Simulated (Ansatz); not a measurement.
The cluster CuH₂⁺. The state is a triplet with charge 1. Geometry PBE-D4/def2-TZVP, that of the neutral doublet; atoms count from 1.

Cartesian coordinates in Å:
```
Cu -0.1216 0.3842 0.2531
H 0.7883 0.5840 -0.9583
H -0.6667 -0.9682 0.7052
```

At PBE0-D4/def2-TZVP a singlet of charge 1 lies 3.94 eV below the triplet, each at its own geometry. The structure comes from a short search, and lower isomers may exist.

(1) Estimate the Mulliken populations from the PBE0/def2-TZVP orbitals of Ansatz.

(2) Where does the spin sit?

Results:

(1) 
```tsv
atom	charge (e)	spin (α − β)	d electrons
Cu1	0.60	0.90	9.58
H2	0.20	0.55	–
H3	0.20	0.55	–
```
Mulliken values and Mayer orders depend strongly on the basis.

(2) Summed by element: Cu 0.90, H 1.10, of 2 unpaired in all. Largest on single atoms: Cu1 0.90, H2 0.55, H3 0.55.
